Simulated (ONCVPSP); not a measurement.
# Before and after: ONCV potential for Tl

ONCVPSP 4.0.1 input, shortened (lines: element, Z, core and valence counts, functional; n l f; lmax; l rc ep ncon nbas qcut; lloc lpopt rc5 dvloc0; l nproj debl; icmod fcfact rcfact), PBEsol, non-relativistic:

```
  Tl 81.00   13    2  -116133      upf
    1    0    2.00
    2    0    2.00
    2    1    6.00
    3    0    2.00
    3    1    6.00
    3    2   10.00
    4    0    2.00
    4    1    6.00
    4    2   10.00
    4    3   14.00
    5    0    2.00
    5    1    6.00
    5    2   10.00
    6    0    2.00
    6    1    1.00
    1
    0    2.25    0.00    5    8    2.30
    1    3.30    0.00    5    8    2.00
    4    5    2.20    1.00
    0    3    2.00
    1    1    3.50
    3    3.25    1.05
```

Change: local potential polynomial inside 2.20 bohr (lpopt 5, dvloc0 6.5 Ha).

Cutoffs: the cutoffs (Ha) at which the residual kinetic energy of the hardest occupied pseudo-wave falls to 1 and 0.1 mHa per electron; they do not see the model core or the augmentation charge, which bear on the density cutoff. Errors are all-electron minus pseudo energies relative to the spin-unpolarised reference configuration.

Q: How do hardness, ghosts and transferability respond?

A: The potential gets neither clearly harder nor softer (8.4 Ha and 19 Ha → 8.4 Ha and 19 Ha); both files keep a bound ghost (s); the lowest positive-energy flag moves from s at 226.8 eV to p at 16.9 eV; of the 4 tests that both files solve, the error grows in 1 and shrinks in 0 by more than 15 % and 0.3 meV (median size 13.2 → 13.3 meV).

```tsv
quantity	base	changed
cutoff, loose	8.4 Ha	8.4 Ha
cutoff, tight	19 Ha	19 Ha
bound ghosts	s	s
GHOST(+) flags under 300 eV	s at 226.8 eV	p at 16.9 eV
error for 6s2 6p0, meV [ΔE 5.33 eV]	+2.3	+2.3
error for 6s1 6p0, meV [ΔE 23.21 eV]	-24	-24
error for 6s2 6p0.5, meV [ΔE 1.95 eV]	+0.4	+0.6
error for 6s0 6p3, meV [ΔE 10.30 eV]	+36	+45
s: phases at 2.28 bohr within 0.05 rad from the reference energy up to (Ha; the scan ends near 5)	to the end of the scan	to the end of the scan
p: phases at 3.34 bohr within 0.05 rad from the reference energy up to (Ha; the scan ends near 5)	0.6	0.4
rms error of d²Exc/dni dnj with the model core, mHa	4.57	4.57
```

Base: The cutoffs count occupied waves only; projector 2 of the s channel, the hardest unoccupied one, needs 39 Ha at the loose tolerance. Changed file: The cutoffs count occupied waves only; projector 2 of the s channel, the hardest unoccupied one, needs 39 Ha at the loose tolerance. A true bound ghost makes a file unfit for plane-wave use even where its test errors are small: the radial tests pick states by their node count and pass the ghost by.
